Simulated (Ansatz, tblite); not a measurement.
Forces on Sn21AsH32⁻ at its r2SCAN-D4/def2-SVP geometry. The state is a singlet with charge -1.

In the def2 sets Sn takes a core potential; there is no spin–orbit coupling. The xTB rows come from tblite. Single mean-field runs in def2-TZVP are fitted with def2-universal-jkfit.

GFN2-xTB (tblite), largest force 0.83 eV/Å:

```xyz
54
positions Å, forces eV/Å
Sn   -4.682    2.423    1.336    0.147   -0.189   -0.124
Sn    2.061    2.753    4.008    0.042    0.238   -0.311
Sn    2.637   -1.975    3.241   -0.004   -0.077   -0.056
Sn   -4.434   -1.791   -0.089    0.060   -0.222    0.055
Sn   -0.723   -3.887    0.893   -0.339   -0.100    0.076
As   -0.905    0.164    1.733   -0.332   -0.155    0.710
Sn   -0.962    2.369   -1.332   -0.714   -0.114   -0.407
Sn    2.433    1.238   -0.293    0.286    0.272    0.018
Sn   -0.698   -0.267   -2.306   -0.051   -0.200   -0.593
Sn    3.233   -2.892   -0.976    0.195    0.039    0.143
Sn    3.378    0.432   -4.687    0.133    0.205    0.237
Sn   -0.589    1.866    3.721    0.399   -0.345   -0.195
Sn   -3.526   -0.061    1.944    0.311    0.224   -0.126
Sn   -3.656    3.198   -1.152    0.099    0.022    0.488
Sn   -0.161   -2.057    2.938    0.116    0.299   -0.193
Sn    3.408    3.171    1.567   -0.114   -0.237   -0.108
Sn    3.852   -0.923    0.922   -0.052    0.155    0.081
Sn   -3.467   -4.327    0.579    0.102    0.290   -0.038
Sn   -3.367   -1.158   -2.623   -0.013    0.016    0.193
Sn    0.451   -2.682   -1.368    0.163   -0.304    0.054
Sn    4.411    1.616   -2.338   -0.306   -0.046    0.205
Sn    0.576    0.149   -4.794    0.311   -0.065   -0.001
H    -6.398    2.221    1.269    0.222    0.154    0.067
H    -4.396    3.629    2.532   -0.167   -0.144   -0.123
H     1.910    4.154    5.019    0.020   -0.358   -0.014
H     2.823    1.577    5.017   -0.204    0.231    0.006
H     3.107   -3.608    3.580   -0.061    0.329    0.074
H     3.010   -1.097    4.680   -0.046   -0.244   -0.176
H    -6.168   -1.769   -0.093    0.160   -0.002   -0.038
H     0.113   -5.382    1.159   -0.065    0.211   -0.083
H    -0.336    2.851    0.194    0.212    0.137    0.018
H    -0.184    3.364   -2.518    0.066    0.014    0.237
H     3.494   -4.563   -0.608   -0.063    0.233   -0.243
H     4.000   -2.625   -2.501   -0.155   -0.176    0.178
H     3.975   -1.167   -4.956   -0.129    0.260   -0.153
H     3.775    1.284   -6.145   -0.103   -0.295    0.126
H    -1.256    1.196    5.172   -0.072    0.169   -0.251
H    -1.621    3.189    3.304   -0.041   -0.159    0.112
H    -4.024   -0.656    3.494    0.053    0.069   -0.145
H    -3.789    4.915   -1.299   -0.033   -0.244   -0.144
H    -4.686    2.551   -2.374    0.149    0.193    0.048
H    -1.049   -2.333    4.399    0.058   -0.010   -0.121
H     5.072    3.263    2.056   -0.303    0.158    0.002
H     2.999    4.817    1.198    0.185   -0.229    0.182
H     5.560   -1.023    1.236   -0.167   -0.194   -0.034
H    -4.176   -4.930    2.035    0.080   -0.068   -0.244
H    -3.793   -5.510   -0.636   -0.017    0.046    0.253
H    -3.444   -2.632   -3.525   -0.027    0.329    0.078
H    -4.439   -0.069   -3.428    0.135   -0.238   -0.001
H    -0.022   -3.669   -2.723    0.048    0.244    0.242
H     4.622    3.266   -2.837    0.128   -0.354    0.000
H     6.034    1.000   -2.259   -0.219    0.217   -0.172
H    -0.139    1.551   -5.515    0.001   -0.324    0.054
H     0.155   -1.155   -5.852   -0.088    0.338    0.158
```

PBE-D4/def2-TZVP (Ansatz), largest force 0.22 eV/Å:

```
Sn 0.044 -0.033 -0.020
Sn -0.001 -0.013 -0.062
Sn -0.016 0.028 -0.069
Sn 0.050 0.028 -0.006
Sn -0.021 0.053 -0.010
As 0.075 0.021 -0.170
Sn -0.033 -0.077 0.003
Sn -0.211 -0.055 -0.031
Sn 0.032 -0.009 0.073
Sn -0.014 0.051 0.035
Sn -0.009 0.018 0.068
Sn 0.034 -0.040 -0.030
Sn 0.063 -0.015 -0.027
Sn 0.031 -0.051 0.027
Sn 0.002 0.037 -0.026
Sn -0.003 -0.061 -0.035
Sn -0.034 0.070 0.003
Sn 0.029 0.044 -0.005
Sn 0.044 0.022 0.064
Sn 0.017 0.059 0.066
Sn -0.031 -0.027 0.056
Sn 0.044 0.002 0.044
H -0.080 -0.005 0.000
H 0.016 0.061 0.060
H -0.012 0.066 0.052
H 0.036 -0.072 0.048
H 0.018 -0.077 0.020
H 0.017 0.057 0.080
H -0.085 0.001 0.001
H 0.044 -0.069 0.011
H 0.049 0.018 0.099
H 0.048 0.044 -0.055
H 0.008 -0.083 0.015
H 0.036 0.015 -0.088
H 0.023 -0.084 -0.010
H 0.014 0.038 -0.073
H -0.033 -0.030 0.060
H -0.063 0.063 -0.022
H -0.024 -0.028 0.074
H -0.006 0.085 -0.012
H -0.042 -0.037 -0.063
H -0.047 -0.012 0.068
H 0.071 0.008 0.023
H -0.019 0.077 -0.013
H 0.078 -0.012 0.013
H -0.035 -0.034 0.067
H -0.019 -0.061 -0.057
H -0.002 -0.065 -0.045
H -0.056 0.062 -0.040
H -0.033 -0.028 -0.067
H 0.016 0.063 -0.024
H 0.057 -0.026 0.002
H -0.040 0.070 -0.029
H -0.031 -0.059 -0.044
```

BLYP-D4/def2-TZVP (Ansatz), largest force 0.34 eV/Å:

```
Sn -0.007 0.006 0.049
Sn 0.041 0.004 -0.001
Sn 0.031 0.028 0.012
Sn -0.043 0.039 -0.010
Sn -0.002 -0.031 0.008
As 0.138 0.047 -0.301
Sn -0.015 -0.011 0.013
Sn -0.337 -0.040 -0.041
Sn 0.036 -0.024 0.073
Sn 0.071 -0.010 -0.017
Sn 0.055 0.000 0.022
Sn 0.024 0.041 0.039
Sn -0.027 -0.040 0.024
Sn 0.006 -0.003 -0.027
Sn 0.015 -0.040 0.075
Sn 0.042 -0.006 -0.071
Sn 0.056 0.101 0.049
Sn -0.018 -0.040 0.000
Sn -0.001 0.042 -0.002
Sn 0.021 0.021 0.023
Sn 0.031 0.011 0.075
Sn 0.022 0.000 -0.012
H -0.153 -0.004 0.002
H 0.013 0.111 0.104
H -0.015 0.121 0.107
H 0.061 -0.108 0.092
H 0.040 -0.142 0.046
H 0.034 0.077 0.135
H -0.162 0.002 0.000
H 0.080 -0.130 0.021
H 0.062 0.045 0.111
H 0.086 0.083 -0.080
H 0.022 -0.155 0.016
H 0.063 0.013 -0.139
H 0.045 -0.142 -0.032
H 0.034 0.065 -0.143
H -0.072 -0.050 0.108
H -0.099 0.098 -0.026
H -0.037 -0.050 0.132
H -0.017 0.157 -0.029
H -0.075 -0.051 -0.110
H -0.086 -0.020 0.122
H 0.144 0.024 0.043
H -0.026 0.153 -0.022
H 0.153 -0.022 0.026
H -0.070 -0.072 0.125
H -0.040 -0.123 -0.100
H -0.009 -0.114 -0.086
H -0.095 0.093 -0.081
H -0.051 -0.061 -0.114
H 0.036 0.133 -0.050
H 0.131 -0.041 0.001
H -0.076 0.121 -0.068
H -0.060 -0.105 -0.094
```
